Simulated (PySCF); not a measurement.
PBE on C⁻ (carbon, charge -1), [He] 2s2 2p3, high-spin 4S determinant. All numbers are calculated (PySCF 2.14, the spin-free X2C one-electron Hamiltonian (Gaussian nucleus), in aug-cc-pCVQZ-DK (9s8p6d4f2g, 109 functions)).

```
cycle= 1 E= -37.8672069031006  delta_E= -0.0039  |g|= 0.0656  |ddm|= 0.506
cycle= 2 E= -37.8503298236617  delta_E= 0.0169  |g|= 0.157  |ddm|= 0.526
cycle= 3 E= -37.8717148104189  delta_E= -0.0214  |g|= 0.018  |ddm|= 0.318
cycle= 4 E= -37.8720610837529  delta_E= -0.000346  |g|= 0.000282  |ddm|= 0.0445
cycle= 5 E= -37.8720611520527  delta_E= -6.83e-08  |g|= 2.96e-05  |ddm|= 0.00137
cycle= 6 E= -37.8720611528148  delta_E= -7.62e-10  |g|= 4.88e-06  |ddm|= 0.000223
converged SCF energy = -37.8720611528148  <S^2> = 3.7527412  2S+1 = 4.0013704
```

Highest occupied orbital energy: 1.886 eV; ⟨L²⟩ = 0.00; populations by l: s 4.00, p 3.00, d 0.00, f 0.00.

(1) Can this result be used?

Answers

(1) With care. The run converged. At PBE the highest occupied level has a positive energy, so only the finite basis holds that electron; in a semilocal or global hybrid functional this comes from self-interaction and does not mean that the real anion is unbound.
